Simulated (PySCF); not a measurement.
PySCF input file for Ga(H)(OH)(OMe) (CH5GaO2), SMILES [OH][GaH][O]C, TDA-PBE/def2-SVPD. Geometry: PBE-D3(BJ)/def2-SVP. The values are those of a single conformer.

```python
import numpy as np
from pyscf import gto, scf, dft, tdscf

mol = gto.M(
    atom='''
    Ga   -0.37083652    0.56872311    0.00000000
    H    -1.62657213    1.49266912   -0.00000000
    O     1.36704962    1.05944127    0.00000000
    H     1.47519658    2.02777149   -0.00000001
    O    -0.58356628   -1.21166353    0.00000000
    C     0.49899075   -2.12331191   -0.00000000
    H     0.44407892   -2.78144216    0.89709161
    H     0.44407893   -2.78144216   -0.89709160
    H     1.49733864   -1.63032300    0.00000000
    ''',
    basis='def2-SVPD',
    charge=0,
    spin=0,
    symmetry=True,
    max_memory=1600,
    verbose=4,
)
mf = dft.RKS(mol, xc='pbe').density_fit(auxbasis='def2-universal-jkfit')
mf.grids.level = 3
mf.conv_tol = 1e-9
mf.max_cycle = 100
mf.kernel()
mf.grids = dft.Grids(mol).set(level=1).build(with_non0tab=True)  # coarser grid for the response kernel
td = tdscf.TDA(mf)
td.singlet = True
td.nstates = 10
td.conv_tol = 1e-4
td.positive_eig_threshold = 1e-6
td.kernel(x0=td.get_init_guess(mf, 15))
td.analyze()
tt = tdscf.TDA(mf)
tt.singlet = False
tt.nstates = 4
tt.conv_tol = 1e-4
tt.positive_eig_threshold = 1e-6
tt.kernel(x0=tt.get_init_guess(mf, 9))
tt.analyze(verbose=3)
```

It prints:

```
PySCF version 2.14.0

[INPUT] verbose = 4
[INPUT] num. atoms = 9
[INPUT] num. electrons = 58
[INPUT] charge = 0
[INPUT] spin (= nelec alpha-beta = 2S) = 0
[INPUT] symmetry True subgroup None
[INPUT] Mole.unit = angstrom
[INPUT] Symbol           X                Y                Z      unit          X                Y                Z       unit  Magmom
[INPUT]  1 Ga    -0.370836520000   0.568723110000   0.000000000000 AA   -0.700779459787   1.074730918611   0.000000000000 Bohr   0.0
[INPUT]  2 H     -1.626572130000   1.492669120000   0.000000000000 AA   -3.073775847550   2.820735831396   0.000000000000 Bohr   0.0
[INPUT]  3 O      1.367049620000   1.059441270000   0.000000000000 AA    2.583349380491   2.002053845361   0.000000000000 Bohr   0.0
[INPUT]  4 H      1.475196580000   2.027771490000  -0.000000010000 AA    2.787717516095   3.831932759301  -0.000000018897 Bohr   0.0
[INPUT]  5 O     -0.583566280000  -1.211663530000   0.000000000000 AA   -1.102780444731  -2.289712226824   0.000000000000 Bohr   0.0
[INPUT]  6 C      0.498990750000  -2.123311910000   0.000000000000 AA    0.942955856191  -4.012477986927   0.000000000000 Bohr   0.0
[INPUT]  7 H      0.444078920000  -2.781442160000   0.897091610000 AA    0.839187536493  -5.256163913719   1.695257451545 Bohr   0.0
[INPUT]  8 H      0.444078930000  -2.781442160000  -0.897091600000 AA    0.839187555390  -5.256163913719  -1.695257432648 Bohr   0.0
[INPUT]  9 H      1.497338640000  -1.630323000000   0.000000000000 AA    2.829559945329  -3.080863964579   0.000000000000 Bohr   0.0

nuclear repulsion = 279.839055637942
point group symmetry = Cs
symmetry origin: [1.30325942e-09 5.21303742e-09 0.00000000e+00]
symmetry axis x: [ 1.00000000e+00 -1.89817953e-09 -6.58521471e-10]
symmetry axis y: [-1.89817953e-09 -1.00000000e+00  5.96210119e-10]
symmetry axis z: [6.58521472e-10 5.96210058e-10 1.00000000e+00]
num. orbitals of irrep A' = 98
num. orbitals of irrep A" = 46
number of shells = 60
number of NR pGTOs = 226
number of NR cGTOs = 144
basis = def2-SVPD
ecp = {}


[settings echo left out]
init E= -2115.1192625629
HOMO (A') = -0.344092967703625  LUMO (A') = -0.0805899825958392  gap/eV = 7.17028
cycle= 1 E= -2115.26537327026  delta_E= -0.146  |g|= 1.32  |ddm|= 3.86
HOMO (A") = -0.0493972299752037  LUMO (A') = -0.00868793555535641  gap/eV = 1.10776
cycle= 2 E= -2112.59004974499  delta_E= 2.68  |g|=  3.6  |ddm|= 6.13
HOMO (A') = -0.274986519573706  LUMO (A') = -0.0486155156172994  gap/eV = 6.15987
cycle= 3 E= -2115.53355613034  delta_E= -2.94  |g|= 0.426  |ddm|= 5.16
HOMO (A") = -0.216780224726135  LUMO (A") = -0.0474515857817441  gap/eV = 4.60767
cycle= 4 E= -2115.55893536221  delta_E= -0.0254  |g|= 0.282  |ddm|=  0.7
HOMO (A") = -0.236601344247092  LUMO (A") = -0.0575744338812134  gap/eV = 4.87157
cycle= 5 E= -2115.56722543041  delta_E= -0.00829  |g|= 0.143  |ddm|= 0.336
HOMO (A") = -0.23124364104217  LUMO (A") = -0.0566716215038485  gap/eV = 4.75035
cycle= 6 E= -2115.57146835635  delta_E= -0.00424  |g|= 0.0322  |ddm|= 0.16
HOMO (A") = -0.23254781721905  LUMO (A") = -0.0544428878897456  gap/eV = 4.84648
cycle= 7 E= -2115.57169512264  delta_E= -0.000227  |g|= 0.00729  |ddm|= 0.0458
HOMO (A") = -0.232971028948761  LUMO (A") = -0.0546411800568474  gap/eV = 4.85260
cycle= 8 E= -2115.57170449928  delta_E= -9.38e-06  |g|= 0.00264  |ddm|= 0.00865
HOMO (A") = -0.233240231837104  LUMO (A") = -0.0547087672056428  gap/eV = 4.85809
cycle= 9 E= -2115.5717062519  delta_E= -1.75e-06  |g|= 0.000498  |ddm|= 0.00259
HOMO (A") = -0.23325584833648  LUMO (A") = -0.0547117554272534  gap/eV = 4.85843
cycle= 10 E= -2115.57170630684  delta_E= -5.49e-08  |g|= 0.000158  |ddm|= 0.000844
HOMO (A") = -0.233251345994666  LUMO (A") = -0.0547061751481155  gap/eV = 4.85846
cycle= 11 E= -2115.57170631462  delta_E= -7.78e-09  |g|= 1.35e-05  |ddm|= 0.000257
HOMO (A") = -0.233250987264852  LUMO (A") = -0.0547057033253151  gap/eV = 4.85846
cycle= 12 E= -2115.57170631465  delta_E= -3.68e-11  |g|= 1.51e-06  |ddm|= 2.35e-05
HOMO (A") = -0.233250830977858  LUMO (A") = -0.0547056513705924  gap/eV = 4.85846
Extra cycle  E= -2115.57170631465  delta_E= 3.64e-12  |g|= 2.69e-06  |ddm|= 5.07e-06
converged SCF energy = -2115.57170631465
tot grids = 35320
Overwritten attributes  positive_eig_threshold  of <class 'pyscf.tdscf.rks.TDA'>


******** <class 'pyscf.tdscf.rks.TDA'> for <class 'pyscf.df.df_jk.DFSymAdaptedRKS'> ********
nstates = 10 singlet
deg_eia_thresh = 1.000e-03
wfnsym = None
conv_tol = 0.0001
eigh lindep = 1e-12
eigh level_shift = 0
eigh max_cycle = 100


Excitation energies (eV)
[5.05193983 5.25474138 5.34594859 5.80257172 6.14541262 6.40439228
 6.48781227 6.49532517 6.62605937 6.66500617]

** Singlet excitation energies and oscillator strengths **
Excited State   1:   A"      5.05194 eV    245.42 nm  f=0.0025
      29 -> 31       -0.70278
Excited State   2:   A'      5.25474 eV    235.95 nm  f=0.0234
      28 -> 31       -0.42664
      29 -> 30       -0.55891
Excited State   3:   A"      5.34595 eV    231.92 nm  f=0.0007
      28 -> 30       -0.70424
Excited State   4:   A'      5.80257 eV    213.67 nm  f=0.0875
      28 -> 31        0.54288
      28 -> 32        0.15909
      29 -> 30       -0.38851
Excited State   5:   A"      6.14541 eV    201.75 nm  f=0.0022
      27 -> 31       -0.12818
      29 -> 32       -0.69172
Excited State   6:   A"      6.40439 eV    193.59 nm  f=0.0232
      26 -> 30        0.37643
      27 -> 31       -0.58884
Excited State   7:   A"      6.48781 eV    191.10 nm  f=0.0461
      26 -> 30        0.59380
      27 -> 31        0.35678
Excited State   8:   A'      6.49533 eV    190.88 nm  f=0.0018
      26 -> 31        0.35668
      27 -> 30        0.58532
      28 -> 32        0.11654
Excited State   9:   A'      6.62606 eV    187.12 nm  f=0.0422
      27 -> 30        0.11593
      28 -> 31        0.10643
      28 -> 32       -0.67106
Excited State  10:   A"      6.66501 eV    186.02 nm  f=0.0018
      29 -> 33       -0.70369

** Transition electric dipole moments (AU) **
state          X           Y           Z        Dip. S.      Osc.
  1         0.0000     -0.0000     -0.1410      0.0199      0.0025
  2         0.1050     -0.4129     -0.0000      0.1815      0.0234
  3        -0.0000      0.0000      0.0753      0.0057      0.0007
  4        -0.0374     -0.7836     -0.0000      0.6155      0.0875
  5         0.0000     -0.0000      0.1207      0.0146      0.0022
  6         0.0000     -0.0000     -0.3845      0.1479      0.0232
  7        -0.0000     -0.0000      0.5383      0.2897      0.0461
  8        -0.0200     -0.1053      0.0000      0.0115      0.0018
  9        -0.0773     -0.5038     -0.0000      0.2598      0.0422
 10        -0.0000      0.0000     -0.1052      0.0111      0.0018

** Transition velocity dipole moments (imaginary part, AU) **
state          X           Y           Z        Dip. S.      Osc.
  1         0.0000      0.0000      0.0006      0.0000      0.0000
  2         0.0440     -0.0303     -0.0000      0.0029      0.0098
  3        -0.0000     -0.0000     -0.0194      0.0004      0.0013
  4         0.0233     -0.0866     -0.0000      0.0080      0.0252
  5        -0.0000      0.0000      0.0298      0.0009      0.0026
  6         0.0000     -0.0000     -0.0583      0.0034      0.0096
  7        -0.0000     -0.0000      0.0952      0.0091      0.0253
  8         0.0321     -0.0184      0.0000      0.0014      0.0038
  9        -0.0139     -0.0912     -0.0000      0.0085      0.0233
 10         0.0000     -0.0000     -0.0227      0.0005      0.0014

** Transition magnetic dipole moments (imaginary part, AU) **
state          X           Y           Z
  1         0.0121      0.3285     -0.0000
  2        -0.0000     -0.0000     -0.0145
  3         0.4207     -0.3553      0.0000
  4        -0.0000     -0.0000     -0.6779
  5         0.0654     -0.0593      0.0000
  6         0.0846     -0.6699     -0.0000
  7        -0.5891     -0.7336     -0.0000
  8        -0.0000      0.0000      0.2042
  9        -0.0000      0.0000     -0.2924
 10         0.4144      0.3539     -0.0000


******** <class 'pyscf.tdscf.rks.TDA'> for <class 'pyscf.df.df_jk.DFSymAdaptedRKS'> ********
nstates = 4 triplet
deg_eia_thresh = 1.000e-03
wfnsym = None
conv_tol = 0.0001
eigh lindep = 1e-12
eigh level_shift = 0
eigh max_cycle = 100


Excitation energies (eV)
[4.60471675 4.84914504 5.19170835 5.26171558]

** Triplet excitation energies and oscillator strengths **
Excited State   1:   A'      4.60472 eV    269.25 nm  f=0.0000
Excited State   2:   A"      4.84915 eV    255.68 nm  f=0.0000
Excited State   3:   A"      5.19171 eV    238.81 nm  f=0.0000
Excited State   4:   A'      5.26172 eV    235.63 nm  f=0.0000
```

The calculation finished and met its thresholds.
